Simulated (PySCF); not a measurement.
C₆H₁₀S.
Bonds: C1–C2, C2–S3 (double), C2–C4, C4–C5 (double), C5–C6, C5–C7. Hydrogens: H8, H9, H10 on C1; H11 on C4; H12, H13, H14 on C6; H15, H16, H17 on C7.

Level of theory: PySCF, TDDFT PBE0/def2-SVPD, vertical, gas phase, core orbitals frozen in the response. The structure is a single GFN2-xTB conformer in the gas phase; no vibrational or solvent corrections. Torsions of this conformer, `[CH3:1][C:2](=[S:3])[CH:4]=[C:5]([CH3:6])[CH3:7]`: C1–C2–C4–C5 -179°.

Each state is given a Gaussian of 0.5 eV full width at half maximum, with ε(max) = 2.175×10⁸ f / Δν̃ (Δν̃ the width in cm⁻¹). The width is an assumption, not a result. The curve ends short of the highest state used, and states not computed would add to its high-energy end.

| E (eV) | ε (L mol⁻¹ cm⁻¹) |
| --- | --- |
| 1.38 | 0 |
| 1.55 | 0 |
| 1.72 | 1 |
| 1.90 | 5 |
| 2.07 | 8 |
| 2.24 | 8 |
| 2.41 | 4 |
| 2.58 | 1 |
| 2.75 | 0 |
| 2.92 | 0 |
| 3.09 | 0 |
| 3.27 | 0 |
| 3.44 | 0 |
| 3.61 | 10 |
| 3.78 | 166 |
| 3.95 | 1391 |
| 4.12 | 6132 |
| 4.29 | 14243 |
| 4.46 | 17427 |
| 4.64 | 10730 |
| 4.81 | 3525 |
| 4.98 | 759 |
| 5.15 | 791 |
| 5.32 | 1934 |

(1) Locate the maxima and give the states behind the curve.

(2) Does any computed singlet lie in the visible range?

(3) On this curve, what absorbance would a 10⁻⁴ mol/L sample give at 633 nm over a 1 cm path?

(4) Coming from long wavelengths, where does ε first pass 100 L mol⁻¹ cm⁻¹?

## Answers

(1) 582 nm (2.13 eV), ε about 8.6, made up of S1 (100%); 280 nm (4.43 eV), ε about 18000, made up of S2 (100%) (ε in L mol⁻¹ cm⁻¹; maxima over ε = 5, shares over 10%). At its high-energy end, 5.32 eV, the curve is still rising (ε about 1900, from S4). The states used: S1 2.13 eV (f 0.0002); S2 4.43 eV (f 0.327); S3 5.35 eV (f 0.0000); S4 5.47 eV (f 0.043); S5 5.86 eV (f 0.068); S6 5.92 eV (f 0.0018).

(2) S1 lies in the visible range (380 to 750 nm), at 582 nm, dark in the vertical dipole picture (f under 0.0005); light of that wavelength is yellow-green to yellow, and its complementary colour is violet to blue; a Tamm–Dancoff triplet lies at 716 nm, without intensity as long as spin–orbit coupling is left out.

(3) 633 nm is 1.959 eV, where ε is about 6.2 L mol⁻¹ cm⁻¹, so A = ε c l ≈ 0.00062 (Beer–Lambert, with the gas-phase spectrum and the assumed width).

(4) At about 331 nm (3.75 eV), 1.61 eV above S1.

On Intel Xeon Platinum 8259CL at 2.50 GHz, one thread, no GPU, on a shared host, this took 41 s of wall time and 0.93 GiB of memory at its peak.
